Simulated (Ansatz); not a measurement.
Tuning the range parameter of LC-ωPBE so that −HOMO meets the ionisation energy; basis def2-SVP, Ansatz. System: Cd₇H₂₀S₇. The state is a singlet with charge 0. Geometry: r2SCAN-D4/def2-SVP. The ionised state is a doublet.

Geometry of the singlet:

Cartesian coordinates in Å:
```
Cd -1.779 -0.324 -3.203
Cd 1.536 -1.218 0.141
Cd -3.073 -1.882 -0.413
Cd 2.323 1.416 -2.741
Cd 0.239 3.406 -1.460
Cd -0.128 1.732 2.161
Cd -3.631 1.074 0.601
S 4.500 -1.042 -0.482
S 0.806 -0.786 -2.311
S -1.864 1.776 -1.486
S -0.859 -3.402 3.319
S 1.374 -0.103 3.867
S -1.118 -0.354 1.009
S 1.702 1.544 0.164
H -2.552 -1.616 -2.135
H -1.838 0.033 -4.857
H 1.774 -2.449 1.288
H -3.148 -3.245 0.611
H 3.957 1.021 -2.969
H 1.026 2.624 -3.012
H 0.210 4.981 -0.863
H -0.429 3.126 3.042
H -4.272 -0.366 -0.262
H -3.814 2.331 1.699
H 4.587 -2.152 -1.248
H 4.415 -0.216 -1.565
H 1.352 -1.773 -3.055
H -2.627 2.614 -2.225
H 0.156 -3.483 2.422
H -1.800 -3.432 2.338
H 0.500 -1.145 3.819
H 0.866 0.366 5.030
H -1.200 -1.175 2.091
H 2.811 2.117 0.683
```

In the def2 sets Cd takes a core potential; there is no spin–orbit coupling. Single mean-field runs in def2-SVP are fitted with def2-universal-jkfit. In the singlet geometry the species has come apart into loosely held pieces. In the doublet geometry the species has come apart into loosely held pieces.

```csv
ω (1/bohr),HOMO (eV),LUMO (eV),vertical IE (eV),HOMO + IE (eV)
0.15,-8.08,-0.21,8.28,0.20
0.2,-8.55,0.13,8.59,0.04
0.3,-9.29,0.55,9.05,-0.24
```

Estimate the row for 0.1 bohr⁻¹.


```tsv
ω (1/bohr)	HOMO (eV)	LUMO (eV)	vertical IE (eV)	HOMO + IE (eV)
0.1	-7.52	-0.67	7.98	0.46
```

Where does the tuning condition hold?

Near ω = 0.21 bohr⁻¹, by linear interpolation.
